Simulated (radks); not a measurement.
Values are calculated unless marked as measured or tabulated.
Spherical quantum dot in the effective-mass picture: electrons in a parabolic well V = omega^2 r^2 / 2 with omega = 0.738, all in effective atomic units (hartree* = m*/eps^2 hartree, bohr* = eps/m* bohr), one dielectric constant everywhere. Level of theory: non-relativistic Kohn-Sham, PBEsol, spin-polarised, spherical densities (a radial shooting solver with Libxc functionals). Levels are named by radial order and angular momentum (1s, 1p, 1d, 2s, ...), and open shells are averaged over m.

N = 7, configuration 1s2 1p(up 3, down 2). This is the lowest configuration that the search found. Occupied and some empty levels:

level    occupation  eigenvalue (hartree*)  <r> (bohr*)
1s up             1                 4.1271        1.684
1s down           1                 4.1534        1.678
1p up             3                 4.5825        2.103
1p down           2                 4.6115        2.105
1d up             0                 5.0988        2.418
1d down           0                 5.1266        2.423
2s up             0                 5.2147        2.149
2s down           0                 5.2334        2.154
1f up             0                 5.6600        2.682
1f down           0                 5.6852        2.690

Energy (hartree*): total 20.9229, kinetic 3.9641, external 8.3542, Hartree 11.073, exchange-correlation -2.4687.
